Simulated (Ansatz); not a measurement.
Mulliken charges of C2H6SeZn, SMILES `[CH3][Zn][Se]C` from PBE/def2-TZVPP in Ansatz (PBE0-D4/def2-TZVP geometry).

```json
{"atom": "C1", "x (Å)": "-1.476", "y (Å)": "1.960", "z (Å)": "0.532", "charge (e)": "-0.424"}
{"atom": "Zn2", "x (Å)": "0.095", "y (Å)": "0.962", "z (Å)": "-0.016", "charge (e)": "0.217"}
{"atom": "Se3", "x (Å)": "1.962", "y (Å)": "-0.206", "z (Å)": "-0.669", "charge (e)": "-0.157"}
{"atom": "C4", "x (Å)": "1.272", "y (Å)": "-2.037", "z (Å)": "-0.463", "charge (e)": "-0.358"}
{"atom": "H5", "x (Å)": "-2.322", "y (Å)": "1.286", "z (Å)": "0.682", "charge (e)": "0.106"}
{"atom": "H6", "x (Å)": "-1.289", "y (Å)": "2.490", "z (Å)": "1.468", "charge (e)": "0.109"}
{"atom": "H7", "x (Å)": "-1.752", "y (Å)": "2.690", "z (Å)": "-0.231", "charge (e)": "0.109"}
{"atom": "H8", "x (Å)": "0.420", "y (Å)": "-2.208", "z (Å)": "-1.118", "charge (e)": "0.134"}
{"atom": "H9", "x (Å)": "1.004", "y (Å)": "-2.238", "z (Å)": "0.571", "charge (e)": "0.134"}
{"atom": "H10", "x (Å)": "2.085", "y (Å)": "-2.699", "z (Å)": "-0.756", "charge (e)": "0.131"}
```

By hand: the dipole of these point charges (1 e Å = 4.8032 D).

Σ q r = (-0.231, -0.109, 0.077) e Å, of length 0.267 e Å = 1.28 D.

How does the dipole of the full density compare? (An estimate is asked.)

Ansatz gave: (-0.301, -0.103, 0.101) e Å, 1.60 D; the point charges give 0.80 times that, at 6° from its direction.

Point charges leave out the atoms' own dipoles, such as those of lone pairs, and Mulliken's split depends on the basis, so the two needn't agree.
